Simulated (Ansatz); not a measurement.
Input file for Ansatz (an electronic-structure program): U-CCSD(T)/def2-TZVPP on SiH-, 2S+1 = 3, a spin state set in the input, which need not be the lowest, a point of a bond scan (R = 1.562 Å). Charge -1.

Ansatz 0.2 input:
```yaml
crystal:
  periodic: [false, false, false]
  atoms:
    - {symbol: H, position_ang: [0.00000000, 0.00000000, 0.00000000]}
    - {symbol: Si, position_ang: [0.00000000, 0.00000000, 1.56168100]}
basis:
  gaussian:
    orbitals: def2-TZVPP
total_charge: -1
magnetization: {spin_polarized: true, initial_magnetization: 2}
correlation: {method: ccsd_t, electrons: valence}
output: {orbitals: {seedname: ./end}}
```

Program output:

```
WARN ansatz: RAYON_NUM_THREADS=2 ignored (pool sized by the plan → 2); use --threads N
Functional definition: HF
integrals: 0.03 GiB planned
323 factors; integrals over basis functions are off by at most 6.6e-4 eV
mean field: 0.08 GiB planned
mean field evaluation 1: about -7875.8359 eV, gradient 6.8e0 eV
mean field evaluation 2: about -7875.8397 eV, gradient 6.8e0 eV
mean field evaluation 4: about -7876.4657 eV, gradient 1.2e0 eV
mean field evaluation 8: about -7876.4936 eV, gradient 1.3e-3 eV
mean field evaluation 16: about -7876.4609 eV, gradient 1.2e0 eV
mean field evaluation 32: about -7873.3351 eV, gradient 2.8e-3 eV
mean field evaluation 64: about -7873.3351 eV, gradient 2.6e-4 eV
mean field -7876.49361801 eV, -289.4558015826 hartree, gradient 1.3e-6 eV, S^2 2.037636; 1 other end points of the search recorded, 0 dependent functions left out
determinant -7876.49361801 eV, -289.4558015826 hartree, with singles and doubles -7879.75211741 eV, -289.5755492269 hartree
determinant -7873.33505482 eV, -289.3397265266 hartree, with singles and doubles -7876.64944534 eV, -289.4615281317 hartree
5 core orbitals not correlated
reference -7876.49361801 eV, -289.4558015826 hartree; 4, 2 occupied and 47, 49 virtual orbitals, 323 factors
second order -2.58736600 eV of doubles, -0.00000000 eV of singles
coupled cluster: 0.11 GiB planned
cycle   1  -3.19942607 eV  change   -2.3e-1 eV  update   1.7e-2
cycle   2  -3.20758553 eV  change   -8.2e-3 eV  update   4.3e-3
cycle   3  -3.20973491 eV  change   -2.1e-3 eV  update   1.5e-3
cycle   4  -3.21048068 eV  change   -7.5e-4 eV  update   5.8e-4
cycle   5  -3.21058808 eV  change   -1.1e-4 eV  update   2.3e-4
cycle   6  -3.21065762 eV  change   -7.0e-5 eV  update   8.6e-5
cycle   7  -3.21068242 eV  change   -2.5e-5 eV  update   2.8e-5
cycle   8  -3.21067716 eV  change    5.3e-6 eV  update   8.9e-6
cycle   9  -3.21067430 eV  change    2.9e-6 eV  update   2.7e-6
perturbative correction -0.12116146 eV, -0.0044526016 hartree
Total energy: -7879.82545376 eV, -289.5782442883 hartree
```

Self-consistency was reached.

Cost: about 1.9 core-seconds (a rough figure).
